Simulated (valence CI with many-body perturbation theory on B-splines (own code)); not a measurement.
## Energy levels of Nb³⁵⁺

Calculated by valence CI with perturbative core correlation (CI+MBPT): four valence electrons over a frozen Dirac-Fock core [He], a basis of 11 s, 11 p, 9 d, 7 f, 5 g, 2 h, 1 i functions for each j, with the one-electron correlation potential Σ1 (screened to all orders), the two-electron term Σ2, the three-electron term Σ3, Breit, model QED; selected single and double excitations, second order for the rest (own B-spline code, finite nucleus).

The last digits are not significant, and no measured levels were compared; by estimate large intervals hold to a few tenths of a per cent, small ones and those within an open d or f shell to about a per cent. Among the levels kept, up to 270 cm⁻¹ of a level comes from second order outside the variational space, and about a tenth of that is noise between levels of different J, which matters for small intervals.

Levels 46 to 90 of 109, with energies above the lowest level, (2s^2 2p1/2^2) J=0. "Leading %" is the weight of the configuration and term that name the level; weights of strongly mixed levels are sums over their largest components and can fall short. In the jj column 3d3/2^4 stands for four electrons in 3d with j = 3/2.

```tsv
No.	Configuration	Term	J	E (× 10³ cm⁻¹)	Leading %	Leading jj	g	Second component
46	2s2 2p 3p	1S	0	23475	71	2s^2 2p3/2 3p3/2 (95 %)		25 % 2s2 2p 3p 3P
47	2s 2p2 3s	5P	3	23504	57	2s 2p1/2 2p3/2 3s (86 %)	1.518	36 % 2s 2p2 3s 3D
48	2s 2p2 3d	5F	1	23600	56	2s 2p1/2^2 3d3/2 (89 %)	0.360	25 % 2s 2p2 3d 3D
49	2s2 2p 3d	1D°	2	23616	42	2s^2 2p3/2 3d3/2 (82 %)	0.988	33 % 2s2 2p 3d 3D°
50	2s 2p2 3s	3P	2	23620	41	2s 2p1/2 2p3/2 3s (75 %)	1.292	19 % 2s 2p2 3s 3D
51	2s 2p2 3d	5F	2	23624	30	2s 2p1/2^2 3d3/2 (64 %)	1.222	16 % 2s 2p2 3d 5D
52	2s 2p2 3p	5P°	1	23648	37	2s 2p1/2 2p3/2 3p1/2 (92 %)	1.861	29 % 2s 2p2 3p 5D°
53	2s2 2p 3d	3F°	4	23648	97	2s^2 2p3/2 3d5/2 (97 %)	1.244	
54	2s2 2p 3d	3F°	3	23651	42	2s^2 2p3/2 3d3/2 (76 %)	1.170	40 % 2s2 2p 3d 3D°
55	2s2 2p 3d	3P°	1	23679	60	2s^2 2p3/2 3d3/2 (89 %)	1.215	29 % 2s2 2p 3d 3D°
56	2s2 2p 3d	3P°	0	23683	98	2s^2 2p3/2 3d3/2 (98 %)		
57	2s 2p2 3p	5D°	2	23701	32	2s 2p1/2 2p3/2 3p1/2 (62 %)	1.380	17 % 2s2 2p 3d 3P°
58	2s2 2p 3d	3P°	2	23717	35	2s^2 2p3/2 3d5/2 (51 %)	1.346	22 % 2s2 2p 3d 3D°
59	2s 2p2 3d	5D	3	23720	28	2s 2p1/2^2 3d5/2 (86 %)	1.397	20 % 2s 2p2 3d 5F
60	2s2 2p 3d	1F°	3	23793	56	2s^2 2p3/2 3d5/2 (77 %)	1.128	36 % 2s2 2p 3d 3D°
61	2s 2p2 3d	3F	2	23815	32	2s 2p1/2^2 3d5/2 (66 %)	1.009	16 % 2s 2p2 3d 1D
62	2s2 2p 3d	1P°	1	23824	68	2s^2 2p3/2 3d5/2 (95 %)	1.019	16 % 2s2 2p 3d 3P°
63	2s 2p2 3s	3D	1	23832	74	2s 2p1/2 2p3/2 3s (95 %)	0.665	14 % 2s 2p2 3s 1P
64	2s 2p2 3p	5D°	3	23846	40	2s 2p1/2 2p3/2 3p1/2 (80 %)	1.322	26 % 2s 2p2 3p 3D°
65	2s 2p2 3s	3D	2	23872	34	2s 2p1/2 2p3/2 3s (82 %)	1.154	30 % 2s 2p2 3s 1D
66	2s 2p2 3s	3P	0	23894	90	2s 2p1/2 2p3/2 3s (88 %)		6 % 2s 2p2 3s 1S
67	2s 2p2 3s	3P	1	23896	55	2s 2p1/2 2p3/2 3s (87 %)	1.552	22 % 2s 2p2 3s 1P
68	2s 2p2 3p	5P°	3	23905	42	2s 2p1/2 2p3/2 3p3/2 (92 %)	1.519	37 % 2s 2p2 3p 5D°
69	2s 2p2 3p	5P°	1	23940	33	2s 2p1/2 2p3/2 3p3/2 (96 %)	1.670	23 % 2s 2p2 3p 3D°
70	2s 2p2 3p	5S°	2	23965	37	2s 2p1/2 2p3/2 3p1/2 (88 %)	1.628	31 % 2s 2p2 3p 3P°
71	2s 2p2 3p	3D°	2	23999	51	2s 2p1/2 2p3/2 3p3/2 (91 %)	1.425	22 % 2s 2p2 3p 5P°
72	2s 2p2 3p	3P°	0	24049	72	2s 2p1/2 2p3/2 3p3/2 (92 %)		20 % 2s 2p2 3p 5D°
73	2s 2p2 3p	5D°	4	24076	60	2s 2p1/2 2p3/2 3p3/2 (92 %)	1.392	39 % 2s 2p2 3p 3F°
74	2s 2p2 3p	3P°	2	24129	46	2s 2p1/2 2p3/2 3p3/2 (87 %)	1.380	25 % 2s 2p2 3p 1D°
75	2s 2p2 3p	3F°	2	24148	53	2s 2p1/2 2p3/2 3p1/2 (89 %)	0.920	14 % 2s 2p2 3p 1D°
76	2s 2p2 3p	3D°	1	24151	60	2s 2p1/2 2p3/2 3p1/2 (49 %)	0.953	17 % 2s 2p2 3p 3S°
77	2s 2p2 3p	3D°	3	24188	43	2s 2p1/2 2p3/2 3p3/2 (89 %)	1.330	24 % 2s 2p2 3p 5P°
78	2s 2p2 3p	1P°	1	24192	41	2s 2p1/2 2p3/2 3p3/2 (50 %)	1.170	32 % 2s 2p2 3p 3P°
79	2s 2p2 3p	3P°	0	24193	67	2s 2p1/2 2p3/2 3p1/2 (85 %)		24 % 2s 2p2 3p 1S°
80	2s 2p2 3d	5F	2	24239	44	2s 2p1/2 2p3/2 3d3/2 (96 %)	1.224	17 % 2s 2p2 3d 5D
81	2s 2p2 3d	5D	0	24241	88	2s 2p1/2 2p3/2 3d3/2 (98 %)		10 % 2s 2p2 3d 3P
82	2s 2p2 3d	5D	1	24241	59	2s 2p1/2 2p3/2 3d3/2 (96 %)	1.266	18 % 2s 2p2 3d 5F
83	2s 2p2 3d	5F	3	24266	61	2s 2p1/2 2p3/2 3d3/2 (72 %)	1.302	19 % 2s 2p2 3d 5P
84	2s 2p2 3d	5F	4	24277	57	2s 2p1/2 2p3/2 3d5/2 (95 %)	1.382	35 % 2s 2p2 3d 5D
85	2s 2p2 3p	3D°	1	24329	39	2s 2p1/2 2p3/2 3p1/2 (90 %)	1.058	14 % 2s 2p2 3p 1P°
86	2s 2p2 3s	3D	3	24333	54	2s 2p3/2^2 3s (83 %)	1.444	36 % 2s 2p2 3s 5P
87	2s 2p2 3d	3F	2	24381	27	2s 2p1/2 2p3/2 3d5/2 (93 %)	1.267	24 % 2s 2p2 3d 3P
88	2s 2p2 3d	3F	4	24408	36	2s 2p1/2 2p3/2 3d3/2 (67 %)	1.291	27 % 2s 2p2 3d 5D
89	2s 2p2 3d	3F	3	24417	51	2s 2p1/2 2p3/2 3d5/2 (53 %)	1.277	28 % 2s 2p2 3d 5P
90	2s 2p2 3p	3F°	3	24418	50	2s 2p1/2 2p3/2 3p3/2 (95 %)	1.139	28 % 2s 2p2 3p 3D°
```

Where two levels of one J and parity lie close, their mixing, g and order are uncertain.
